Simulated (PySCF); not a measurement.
Compound: C4H7NSi.
Atom-mapped SMILES: `[CH3:1][C:2]#[C:3]/[CH:4]=[N:5]\[SiH3:6]` (hydrogens: H7, H8, H9 on C1; H10 on C4; H11, H12, H13 on Si6)

Theory: PBE0-D3(BJ)/def2-SVP geometry optimisation, gas phase (PySCF 2.14.0).

Question: List the bond lengths, angles and torsions at this level.

Answer: 
| bond | length (bohr) | order |
| --- | --- | --- |
| C1–C2 | 2.740 | single |
| C2≡C3 | 2.298 | triple |
| C3–C4 | 2.716 | single |
| C4=N5 | 2.401 | double |
| N5–Si6 | 3.308 | single |
| C1–H7, C1–H8, C1–H9 | 2.081 | single |
| C4–H10 | 2.093 | single |
| Si6–H11, Si6–H12, Si6–H13 | 2.824 | single |

Bonds in one row agree within 0.02 bohr and their mean is given. Orders are formal, as drawn. A selection of angles:
| angle | degrees |
| --- | --- |
| C2–C1–H7 | 111.0 |
| H7–C1–H8 | 107.7 |
| C1–C2–C3 | 179.6 |
| C2–C3–C4 | 179.6 |
| C3–C4–N5 | 127.0 |
| C3–C4–H10 | 114.3 |
| N5–C4–H10 | 118.6 |
| C4–N5–Si6 | 129.5 |
| N5–Si6–H11 | 107.0 |
| N5–Si6–H13 | 115.8 |
| H11–Si6–H12 | 109.0 |

Torsions: C3–C4–N5–Si6 0° (synperiplanar). The mirror-image conformer, all signs reversed, is as good.

N5 (C=N nitrogen) is bent (angle 129.5°). The 3 C–C bonds span 1.216 Å (C2≡C3, drawn triple) to 1.450 Å (C1–C2, drawn single), a spread of 0.234 Å. Si6 (SiH3 silicon) is distorted tetrahedral (angles from 107.0° to 115.8°). The 6 heavy atoms lie in one plane (0.002 Å rms).

Not checked by PBE0-D3(BJ)/def2-SVP frequencies.

Time: 60 s wall; peak memory 0.51 GiB. Hardware: an Intel Xeon Platinum 8488C with one thread, shared host with 96 logical CPUs at a one-minute load of 67. This is the geometry optimisation.
